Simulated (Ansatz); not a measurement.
Reaction (redistribution): `C[N](C)[Ag]` + `[Cl][In]([Cl])[Br]` → `[Br][Ag]` + `C[N](C)[In]([Cl])[Cl]`

Isolated molecules relaxed with PBE0-D4/def2-TZVP in Ansatz; ΔE leaves out vibrations. CCSD(T)/CBS is the MP2 limit (def2-TZVPP, def2-QZVPP) plus CCSD(T) − MP2 in def2-TZVPP, frozen cores. Functionals use def2-TZVPP. def2 core potentials past Kr. For Ag, Br, In outer-core shells are correlated without core-valence functions, which leaves a few kJ/mol of doubt a bond. Scalar relativity is left out up to krypton. One conformer a species, not always the lowest.

Q: Is it downhill or uphill in electronic energy at CCSD(T)/CBS, and by how much? (An estimate is asked.)

A: Computed: Downhill: ΔE = -90.0 kJ/mol.

Q: What do these levels give: PBE-D4, revPBE-D4, r2SCAN-D4, PBE0-D4, BLYP, r2SCAN, r2SCAN0, RPA@PBE/def2-TZVPP, HF/def2-QZVPP, MP2/def2-QZVPP, SCS-MP2/def2-QZVPP, HF/CBS(def2)? (Estimate.)

A: Ansatz gave: PBE-D4 -54.2, revPBE-D4 -49.8, r2SCAN-D4 -63.7, PBE0-D4 -79.3, BLYP -49.2, r2SCAN -63.1, r2SCAN0 -84.1, RPA@PBE/def2-TZVPP -67.5, HF/def2-QZVPP -127.9, MP2/def2-QZVPP -87.3, SCS-MP2/def2-QZVPP -91.2, HF/CBS(def2) -127.8 kJ/mol.

Largest T1 diagnostic among the species: 0.031, so the coupled-cluster value is less sure than usual.

Leaving LDA and LC-ωPBE aside and taking each functional with its dispersion term where it has one, the values, not all of them listed here, spread over 49.0 kJ/mol, from BHLYP-D4 to BLYP-D4. At CCSD(T), def2-SVP lies +11.0 kJ/mol from the extrapolated value and def2-TZVPP +8.3 kJ/mol. From PBE to PBE0 (25 % exact exchange), in def2-TZVPP and without D4, ΔE moves by −25.0 kJ/mol.
